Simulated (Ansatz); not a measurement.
One geometry of the cluster Ag₄F₃⁺, several levels of theory.

```yaml
crystal:
  periodic: [false, false, false]
  atoms:
    - {symbol: Ag, position_ang: [1.611828, -0.738873, -0.898073]}
    - {symbol: Ag, position_ang: [-5.090039, 2.200887, 2.365747]}
    - {symbol: Ag, position_ang: [-1.822218, 0.667389, 0.427904]}
    - {symbol: Ag, position_ang: [5.398907, -2.095376, -1.676803]}
    - {symbol: F, position_ang: [-3.334731, 1.454093, 1.598658]}
    - {symbol: F, position_ang: [3.573055, -1.373028, -1.066735]}
    - {symbol: F, position_ang: [-0.336791, -0.115092, -0.750689]}
basis:
  gaussian: {orbitals: def2-TZVP, initial_orbitals: start.molden}
total_charge: 1
hamiltonian: {xc: pbe}
correlation: {method: rpa}
scf: {omitted_lower_state_checks: [starts]}
```

The file start.molden holds the orbitals of an earlier run on this structure, at another level or in another basis.

```sh
$ ansatz run in.yaml --threads 4 --pin off --events-out ev --progress --plain --max-ram 4787MiB
```

Output, abridged:

```
Functional definition: PBE
2175 factors; integrals over basis functions are off by at most 7.0e-4 eV
mean field evaluation 1: about -24142.9782 eV, gradient 1.2e1 eV
mean field evaluation 2: about -24143.3048 eV, gradient 4.4e-1 eV
mean field evaluation 4: about -24143.3029 eV, gradient 2.6e-3 eV
mean field -24143.30286078 eV, -887.2500152153 hartree, gradient 7.6e-6 eV, S^2 0.000000; 0 other end points of the search recorded, 0 dependent functions left out
3 core orbitals not correlated: weight in the atoms' cores, before any rotation towards them, 1.000 or more for the frozen orbitals, at most 0.000 for the correlated occupied ones
reference -24020.14213656 eV, -882.7239420814 hartree; 48, 48 occupied and 202, 202 virtual orbitals, 2175 factors
Total energy: -24116.50452545 eV, -886.2651945566 hartree
Checks for a lower state left out: starts
```

Hardware: 4 threads of Arm Neoverse V1 on a shared host. Wall time 16 s, peak host memory 0.92 GiB.

The first input with `hamiltonian: {xc: pbe0, dispersion: d4}`, `output: {orbitals: {seedname: orbitals}}` and without the key `correlation` (abridged; 8 s):

```
Functional definition: PBE0
mean field -24141.46568252 eV, -887.1825001596 hartree, gradient 1.2e-5 eV, S^2 0.000000
Total energy: -24141.62804435 eV, -887.1884668465 hartree
Checks for a lower state left out: starts
```

As the first input, with `hamiltonian: {xc: {name: B2PLYP}}` and without the key `correlation` (abridged; 13 s):

```
Functional definition: B2PLYP
mean field -24107.82312817 eV, -885.9461590906 hartree, gradient 3.6e-6 eV, S^2 0.000000
3 core orbitals not correlated: weight in the atoms' cores, before any rotation towards them, 1.000 or more for the frozen orbitals, at most 0.000 for the correlated occupied ones
second order -83.29341697 eV of doubles, -0.00000000 eV of singles
Total energy: -24130.31261828 eV, -886.7726326086 hartree
Checks for a lower state left out: starts
```

As the first input, with `correlation: {method: mp2}`, `output: {orbitals: {seedname: orbitals}}` and without the key `hamiltonian` (abridged; 8 s):

```
Functional definition: HF
mean field -24023.83168789 eV, -882.8595305921 hartree, gradient 1.1e-6 eV, S^2 0.000000
3 core orbitals not correlated: weight in the atoms' cores, before any rotation towards them, 1.000 or more for the frozen orbitals, at most 0.000 for the correlated occupied ones
second order -71.44360626 eV of doubles, -0.00000000 eV of singles
Total energy: -24095.27529415 eV, -885.4850346959 hartree
Checks for a lower state left out: starts
```

The first input with `hamiltonian: {xc: hse06, dispersion: d4}`, `output: {orbitals: {seedname: orbitals}}` and without the key `correlation` (abridged; 7 s):

```
Functional definition: HSE06
mean field -24141.04172190 eV, -887.1669198942 hartree, gradient 3.2e-5 eV, S^2 0.000000
Total energy: -24141.19724482 eV, -887.1726352561 hartree
Checks for a lower state left out: starts
```

First input, but with `hamiltonian: {xc: r2scan, dispersion: d4}`, `output: {orbitals: {seedname: orbitals}}` and without the key `correlation` (abridged; 7.5 s):

```
Functional definition: r2SCAN
mean field -24151.87727026 eV, -887.5651189515 hartree, gradient 2.3e-5 eV, S^2 0.000000
Total energy: -24151.92063948 eV, -887.5667127411 hartree
Checks for a lower state left out: starts
```

First input, but with `hamiltonian: {xc: pbe, dispersion: d4}`, `output: {forces: true, orbitals: {seedname: orbitals}}` and without the key `correlation` (abridged; 4.3 s):

```
Functional definition: PBE
mean field -24143.30287197 eV, -887.2500156266 hartree, gradient 1.1e-5 eV, S^2 0.000000
Total energy: -24143.48895170 eV, -887.2568539306 hartree
Atom 0 force     0.021915    -0.004945     0.006150 eV/Å
Atom 1 force    -0.252180     0.106125     0.106156 eV/Å
Atom 2 force    -0.011700     0.008405     0.018575 eV/Å
Atom 3 force     0.258118    -0.103243    -0.090194 eV/Å
Atom 4 force     0.048385     0.000651     0.053151 eV/Å
Atom 5 force     0.007741     0.017610     0.068063 eV/Å
Atom 6 force    -0.072278    -0.024604    -0.161901 eV/Å
Dipole moment:     0.127278     0.043717     0.283331 e Å
Checks for a lower state left out: starts
```

Geometry: r2SCAN-D4/def2-SVP.

In the def2 sets Ag takes a core potential; there is no spin–orbit coupling. HSE06 is defined as in plane-wave codes, on full-range PBE exchange. Correlated methods freeze 3 core orbitals; core or outer-core shells of Ag are correlated, in sets that lack core-valence functions. At B2PLYP/def2-TZVP the test of the restricted singlet for broken spin symmetry was undecided. No other spin state of charge 1 was run. Another isomer (singlet) lies 0.10 eV lower at r2SCAN-D4/def2-TZVP; other spin states weren't run for this one.
